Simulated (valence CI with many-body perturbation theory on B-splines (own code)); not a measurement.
The numbers below are computed, except where a source is named.
# Basis-set convergence for Gd XXIV

Level of theory: relativistic CI+MBPT: five valence electrons over a frozen Dirac-Fock core [Kr], a basis of 7 s, 7 p, 8 d, 6 f, 4 g, 1 h functions for each j, with the one-electron correlation potential Σ1, the two-electron term Σ2, the three-electron term Σ3, Breit, model QED; selected CI, second order for the rest, scaled by the run's own slope (own B-spline code, finite nucleus).

No measured spectrum was set against this ion. As an estimate, terms of the open shell hold to 2 to 4 % of their energy, and close levels can change places. Among the levels kept, up to 560 cm⁻¹ of a level comes from second order outside the variational space, and about a tenth of that is noise between levels of different J, which matters for small intervals. Only levels of the ground parity were solved; by the run's estimate the other parity begins above the list, which can be wrong where configurations are misplaced.

The reference run has the lowest level (4d3/2^4 4d5/2) J=5/2 and an ionisation energy of 762.187 eV. Its largest variational space holds 20151 state functions.

Levels are named by their leading jj configuration (3d3/2^4 stands for four electrons in 3d with j = 3/2), which in mixed levels can hold well under half, so a name can repeat and another be missing. Letters in brackets count levels of one name in rising energy.

Changed runs:
A. basis 6 s, 6 p, 5 d, 5 f, 1 g
B. basis 5 s, 5 p, 4 d, 4 f

Excitation energies of the reference run in cm⁻¹, and shifts in cm⁻¹:

```
                      Level  Reference       A       B
(4d3/2^3 4d5/2^2) J=5/2 [a]      41905    +133    +617
(4d3/2^3 4d5/2^2) J=7/2 [a]      68478    +191   +1051
(4d3/2^3 4d5/2^2) J=3/2 [a]      71127    +189   +1007
   (4d3/2^3 4d5/2^2) J=11/2      73761    +210    +991
    (4d3/2^3 4d5/2^2) J=9/2      80509    +176   +1129
(4d3/2^3 4d5/2^2) J=5/2 [b]      82451    +146   +1038
    (4d3/2^3 4d5/2^2) J=1/2      87574    +181   +1102
(4d3/2^3 4d5/2^2) J=7/2 [b]      99211    +283   +1629
(4d3/2^2 4d5/2^3) J=5/2 [a]     108527    +243   +1156
(4d3/2^2 4d5/2^3) J=7/2 [a]     119169    +169   +1220
(4d3/2^3 4d5/2^2) J=3/2 [b]     121946    +349   +1594
   (4d3/2^2 4d5/2^3) J=11/2     122786    +194   +1029
     Ionisation energy (eV)    762.187  -0.061  -0.116
```
